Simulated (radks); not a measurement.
Task: The fluorine anion F-, [Ne], held by a Watson sphere: a shell of charge +1.28 at radius R that stands for the Madelung well of a crystal (potential energy -1.28/R inside, -1.28/r outside, in hartree with lengths in bohr). All-electron calculation, scalar-relativistic Kohn-Sham, PBE, spin-polarised, spherical densities, finite nucleus; Fermi nuclear charge, rms radius of each element as measured or else 0.836 A^(1/3) + 0.57 fm. Program: a radial shooting solver on a logarithmic mesh with Libxc functionals. Response by self-consistent Sternheimer equations with the Hartree and adiabatic LDA kernel, the relativistic mass of each level held fixed and spin-orbit coupling left out. The sphere does not respond.

R (bohr)  e(1s) (eV)  e(2s) (eV)  e(2p) (eV)  <r> 2p (bohr)  sum of <r^2> (bohr^2)  X-ray form factor at sin(theta)/lambda = 0.1 1/angstrom  alpha (bohr^3)
2.01         -661.75     -30.721     -12.263          1.206                  14.54                                                    9.033           6.900
2.21         -661.24     -29.867     -11.477          1.223                  14.99                                                    9.009           7.772
2.27         -661.08     -29.628     -11.254          1.227                  15.12                                                    9.003           8.042
3.18         -658.87     -26.791      -8.506          1.276                  16.61                                                    8.932           12.42
3.25         -658.72     -26.620      -8.337          1.279                  16.69                                                    8.929           12.77
3.31         -658.60     -26.479      -8.196          1.281                  16.77                                                    8.926           13.06
3.61         -658.01     -25.824      -7.544          1.290                  17.11                                                    8.912           14.56
3.77         -657.72     -25.508      -7.228          1.295                  17.27                                                    8.906           15.36

Estimate the row for R = 3.07 bohr.

Result: e(1s) (eV) -659.11; e(2s) (eV) -27.070; e(2p) (eV) -8.782; <r> 2p (bohr) 1.272; sum of <r^2> (bohr^2) 16.46; X-ray form factor at sin(theta)/lambda = 0.1 1/angstrom 8.939; alpha (bohr^3) 11.87.
